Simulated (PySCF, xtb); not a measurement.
CH7FN2Si, SMILES CN[Si@H](N)F. Other conformers were not sampled.

Harmonic wavenumbers (cm⁻¹) from GFN2-xTB run with xtb 6.7.1 at its own minimum, in rising order: 70, 123, 157, 191, 247, 266, 325, 459, 501, 646, 713, 767, 778, 868, 923, 1068, 1114, 1177, 1371, 1425, 1493, 1506, 1516, 2292, 2896, 2969, 3024, 3456, 3486, 3524.

Question: What does PBE-D3(BJ)/def2-SVP (PySCF) give at its own minimum? (The exact figures need the calculation; the answer reports its results.)

Answer: 96, 153, 190, 221, 277, 326, 370, 402, 499, 739, 761, 778, 838, 888, 931, 1059, 1105, 1143, 1353, 1399, 1414, 1451, 1483, 2172, 2923, 2984, 3042, 3505, 3512, 3604. Paired by order, the mean absolute difference is 38 cm⁻¹ and the zero-point energies are 56.3 and 56.6 kcal/mol.
